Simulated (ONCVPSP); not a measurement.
**samarium (Sm): from the effect back to the setting (ONCV)**

Base potential:

```
Element                 : samarium (Sm)
Generator               : ONCVPSP 4.0.1
Type                    : optimised norm-conserving Vanderbilt (ONCV)
Functional              : PBE
Relativity              : scalar-relativistic
Frozen core             : [Kr] 4d10 4f5
Valence charge          : 11
Reference configuration : 5s2 5p6 5d1 6s1.5 6p0.5
Partial waves           : 5s+6s: rc 2.15 bohr, ncon 4, nbas 8, qcut 6.3 1/bohr, 2 projectors; 5p+6p: rc 3.05 bohr, ncon 5, nbas 8, qcut 5.7 1/bohr, 2 projectors; 5d: rc 2.60 bohr, ncon 5, nbas 8, qcut 3.1 1/bohr, 2 projectors, debl 2.3 Ha
Local potential         : polynomial inside 2.10 bohr (lpopt 5, dvloc0 4 Ha)
Core correction         : Teter function fitted to the true core (icmod 2), fcfact 0.6
```

Cutoffs, loose and tight: the cutoffs (Ha) at which the residual kinetic energy of the hardest occupied pseudo-wave falls to 1 and 0.1 mHa per electron. They do not see the model core or the augmentation charge, which bear on the density cutoff. Test errors are all-electron minus pseudo excitation energies from the reference, over the configurations 5s2 5p6 5d1 6s2 6p0; 5s2 5p6 5d1 6s1 6p0; 5s2 5p6 5d1 6s0 6p0; 5s2 5p6 5d1.5 6s1.5 6p0; variants that change the core or the reference have their own tests.

Only the scale of all radii but the core radius (base = 1) is moved (1 further runs of the sweep failed or gave no value and are left out):

| scale of all radii but the core radius (base = 1) | cutoff, loose | cutoff, tight | bound ghosts | largest test error (meV) |
| --- | --- | --- | --- | --- |
| 0.88 | 15 Ha | 32 Ha | none | +9.3 |
| 0.96 | 14 Ha | 31 Ha | s | +9.0 |
| 1.03 | 16 Ha | 28 Ha | none | +8.7 |
| 1.16 | 16 Ha | 23 Ha | none | +5.8 |
| 1.3 | 9.6 Ha | 18 Ha | none | -3.1 |

One more run gave cutoff, loose: 15 Ha; cutoff, tight: 21 Ha; bound ghosts: none; largest test error (meV): +4.9. Which value of the scale of all radii but the core radius (base = 1) was used?

1.2. The tight cutoff moves one way along this sweep, from 32 Ha at 0.88 to 18 Ha at 1.3, which places the run between 1.16 and 1.3.
